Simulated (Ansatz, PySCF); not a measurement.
F2H4SSi2. Atoms are numbered in the order given.

```xyz
9

Si     2.0244     0.0893    -0.0777
S      0.2427     0.1165    -1.3302
Si    -1.2077    -0.2318     0.1675
F     -0.5117    -1.0554     1.3804
F     -1.7361     1.1455     0.8287
H      1.8292     0.9463     1.1171
H      2.3602    -1.2966     0.3272
H      3.0893     0.6436    -0.9478
H     -2.3649    -0.9734    -0.3530
```

The structure is a stationary point at TPSSh-D3(BJ)/def2-SVP. This is a generated structure with no PubChem entry under its InChIKey; it may be hypothetical. Other conformers were not sampled.

Vertical ionisation energy (IE) and electron affinity (EA) in eV. Rows of orbital energies are one-electron estimates. Where ΔSCF, EOM or ADC give a negative EA the extra electron is unbound and the value depends on the basis.

| level | IE | EA |
|---|---|---|
| −ε(HOMO), −ε(LUMO), M06-2X/def2-TZVP (PySCF) | 9.23 | -0.33 |
| −ε(HOMO), −ε(LUMO), PBE/def2-TZVP (PySCF) | 6.86 | 1.37 |
| ΔSCF, CAM-B3LYP/def2-SVPD (Ansatz), final states of multiplicity 2 and 2 | [?] | [?] |
| ΔSCF, PBE/def2-SVPD (Ansatz), final states of multiplicity 2 and 2 | 10.00 | -0.60 |

Problem. Fill in the missing entries. (Estimate from the structure and the level; the computed values follow.)

Solution. 
- ΔSCF, CAM-B3LYP/def2-SVPD (Ansatz, a quantum-chemistry and plane-wave program), final states of multiplicity 2 and 2, IE: 10.28
- ΔSCF, CAM-B3LYP/def2-SVPD (Ansatz), final states of multiplicity 2 and 2, EA: -0.96

Problem. What vertical singlet–triplet gap does ΔSCF give with CAM-B3LYP/def2-SVPD (Ansatz) and with PBE/def2-SVPD (Ansatz)? (The exact figures need the calculation; the answer reports its results.)

Solution. 5.99 and 5.46 eV (triplet above singlet where positive).
